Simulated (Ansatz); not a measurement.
`CC(C)[O][Mg][F]` + H₂O → `CC(C)[O][Mg][OH]` + H–F  (formal hydrolysis of a Mg–F bond)

Isolated molecules relaxed with PBE0-D4/def2-TZVP in Ansatz; ΔE leaves out vibrations. CBS: MP2 limit from def2 TZ/QZ plus the TZ coupled-cluster correction, frozen cores. This one scheme is used for every species. DFT in def2-TZVPP. HSE06 is defined as in plane-wave codes. For Mg outer-core shells are correlated without core-valence functions, which leaves a few kJ/mol of doubt a bond. Each species was taken in one conformer, which may not be the lowest.

Question: Is it downhill or uphill in electronic energy at CCSD(T)/CBS, and by how much? (An estimate is asked.)

Answer: Computed: Uphill: ΔE = +59.3 kJ/mol.

Question: What do these levels give: BLYP-D4, HSE06-D4, r2SCAN, PBE0, BHLYP, CCSD/def2-SVP? (An estimate is asked.)

Answer: Ansatz gave: BLYP-D4 65.4, HSE06-D4 62.2, r2SCAN 63.1, PBE0 62.9, BHLYP 63.6, CCSD/def2-SVP 68.8 kJ/mol.

Largest T1 diagnostic among the species: 0.011.

From BLYP to BHLYP (50 % exact exchange), in def2-TZVPP and without D4, ΔE moves by −3.3 kJ/mol. At CCSD(T), def2-SVP lies +9.2 kJ/mol from the extrapolated value and def2-TZVPP −0.2 kJ/mol. In def2-TZVPP, CCSD(T) changes the Hartree–Fock value by −4.7 kJ/mol (the triples alone add −0.3 kJ/mol) and MP2 by −6.2 kJ/mol.
